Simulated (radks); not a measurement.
The numbers below are computed, except where a source is named.
Ionisation of the beryllium ion Be2+, [He], to 1s1 as the strength of local exchange is varied. Level of theory: Dirac Kohn-Sham, Slater X-alpha exchange (alpha = 2/3 is LDA exchange), no correlation, spin-unpolarised, spherical densities, finite nucleus; Fermi nuclear charge, rms radius 2.519 fm (a radial shooting solver on a logarithmic mesh with Libxc functionals).

alpha  E(Be2+) (hartree)  exchange (hartree)  IE (eV)  -e of the level emptied (eV)  <r> of it (bohr)
0.572          -13.02483            -1.63450   150.56                124.36 (1s1/2)            0.4272
0.592          -13.08205            -1.69589   151.45                125.27 (1s1/2)            0.4261
0.667          -13.29790            -1.92862   154.80                128.68 (1s1/2)            0.4218
0.669          -13.30369            -1.93489   154.89                128.77 (1s1/2)            0.4216
0.872          -13.89817            -2.58528   164.15                138.25 (1s1/2)            0.4105
0.878          -13.91597            -2.60496   164.43                138.53 (1s1/2)            0.4101
0.884          -13.93378            -2.62465   164.71                138.82 (1s1/2)            0.4098
0.896          -13.96943            -2.66413   165.26                139.39 (1s1/2)            0.4092

NIST Atomic Spectra Database: 153.90 eV (theoretical). The Delta-SCF value meets it near alpha = 0.65. Spin polarisation and multiplet splitting are left out, so open shells lie too high by an amount that depends on their filling.

Beside tabulated values, note that spin-unpolarised runs miss the spin-polarisation part of the exchange energy of open shells.
